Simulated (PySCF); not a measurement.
A calculated (M06-L, PySCF 2.14, Sapporo-DKH3-DZP-2012, the spin-free X2C one-electron Hamiltonian (Gaussian nucleus)) atom or ion has these occupied shells.

```tsv
shell	electrons	orbital energy (eV)	rms radius, mean of both spins (bohr)
1s α	1	-4891.1	0.0805
1s β	1	-4891.0	0.0805
2s α	1	-553.15	0.352
2s β	1	-552.35	0.352
2p α	3	-456.91	0.321
2p β	3	-456.29	0.321
3s α	1	-73.017	1.08
3s β	1	-71.054	1.08
3p α	3	-47.976	1.18
3p β	3	-45.939	1.18
3d α	2	-12.496	1.71
4s α	1	-10.803	3.37
```

Name the element and its charge.

Ti⁺ (titanium, charge +1), in [Ar] 3d2 4s1, high-spin 4F determinant.
